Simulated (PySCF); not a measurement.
**Radial density of Kr⁺ (krypton, charge +1)**

UHF, [Ar] 3d10 4s1 4p5 5s1, high-spin 4P determinant (an excited configuration). Calculation: PySCF 2.14, in aug-cc-pV5Z-PP with ECP10MDF; a scalar-relativistic core potential. This is the valence pseudo-density: the core potential removes the inner electrons and smooths the orbitals near the nucleus.

```json
{"r (bohr)": "0.000608", "4πr²ρ (e/bohr)": "6.676e-05", "4πr²(ρα − ρβ)": "0.0000"}
{"r (bohr)": "0.00102", "4πr²ρ (e/bohr)": "0.0001864", "4πr²(ρα − ρβ)": "0.0000"}
{"r (bohr)": "0.00172", "4πr²ρ (e/bohr)": "0.0005110", "4πr²(ρα − ρβ)": "0.0001"}
{"r (bohr)": "0.00289", "4πr²ρ (e/bohr)": "0.001358", "4πr²(ρα − ρβ)": "0.0002"}
{"r (bohr)": "0.00486", "4πr²ρ (e/bohr)": "0.003481", "4πr²(ρα − ρβ)": "0.0004"}
{"r (bohr)": "0.00818", "4πr²ρ (e/bohr)": "0.008325", "4πr²(ρα − ρβ)": "0.0010"}
{"r (bohr)": "0.0138", "4πr²ρ (e/bohr)": "0.01795", "4πr²(ρα − ρβ)": "0.0022"}
{"r (bohr)": "0.0231", "4πr²ρ (e/bohr)": "0.03324", "4πr²(ρα − ρβ)": "0.0039"}
{"r (bohr)": "0.0389", "4πr²ρ (e/bohr)": "0.05721", "4πr²(ρα − ρβ)": "0.0055"}
{"r (bohr)": "0.0655", "4πr²ρ (e/bohr)": "0.1869", "4πr²(ρα − ρβ)": "0.0062"}
{"r (bohr)": "0.110", "4πr²ρ (e/bohr)": "1.344", "4πr²(ρα − ρβ)": "0.0084"}
{"r (bohr)": "0.185", "4πr²ρ (e/bohr)": "7.853", "4πr²(ρα − ρβ)": "0.0464"}
{"r (bohr)": "0.312", "4πr²ρ (e/bohr)": "27.39", "4πr²(ρα − ρβ)": "0.3297"}
{"r (bohr)": "0.524", "4πr²ρ (e/bohr)": "33.22", "4πr²(ρα − ρβ)": "0.1545"}
{"r (bohr)": "0.882", "4πr²ρ (e/bohr)": "9.223", "4πr²(ρα − ρβ)": "0.5839"}
{"r (bohr)": "1.48", "4πr²ρ (e/bohr)": "4.724", "4πr²(ρα − ρβ)": "1.6861"}
{"r (bohr)": "2.49", "4πr²ρ (e/bohr)": "1.476", "4πr²(ρα − ρβ)": "0.4205"}
{"r (bohr)": "4.20", "4πr²ρ (e/bohr)": "0.3340", "4πr²(ρα − ρβ)": "0.2922"}
{"r (bohr)": "7.06", "4πr²ρ (e/bohr)": "0.04021", "4πr²(ρα − ρβ)": "0.0402"}
{"r (bohr)": "11.9", "4πr²ρ (e/bohr)": "2.936e-05", "4πr²(ρα − ρβ)": "0.0000"}
```

Energies and moments cover only the electrons outside the core potential. The outer electron is Rydberg-like, and this basis confines it to a smaller radius and binds it less than a complete one would.
